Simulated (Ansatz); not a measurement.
Consider the redistribution: `FB(CCl)[SiH2]S` + `BOC` → `BO[SiH2]S` + `CB(F)CCl`.

Calculated with Ansatz (gas phase, PBE0-D4/def2-TZVP geometries, no zero-point term in ΔE). CBS: MP2 limit from def2 TZ/QZ plus the TZ coupled-cluster correction, frozen cores. DFT in def2-TZVPP. B3LYP here is the variant with VWN-RPA as its local correlation; programs differ in this. One conformer a species, not always the lowest.

```csv
level,ΔE (eV)
r2SCAN-D4,-2.19
B3LYP-D4,-2.15
ωB97X-V,-2.16
PBE,-1.98
CCSD/def2-TZVPP,-2.25
HF/def2-QZVPP,-2.47
MP2/def2-QZVPP,-2.33
CCSD/CBS(def2),-2.28
```

What does CCSD(T)/CBS give? (Estimate.)

Ansatz gave: -2.23 eV. The listed levels differ from it by 0.04, 0.08, 0.07, 0.25, -0.02, -0.24, -0.10, -0.05 eV.

Largest T1 diagnostic among the species: 0.014.

The D4 term adds +0.06 eV with B3LYP and +0.03 eV with PBE0; it sums over pairs of atoms, weighted by their polarisabilities, and B3LYP, whose exchange is more repulsive, gets the larger term. In def2-TZVPP, CCSD(T) changes the Hartree–Fock value by +0.25 eV (the triples alone add +0.05 eV) and MP2 by +0.14 eV.
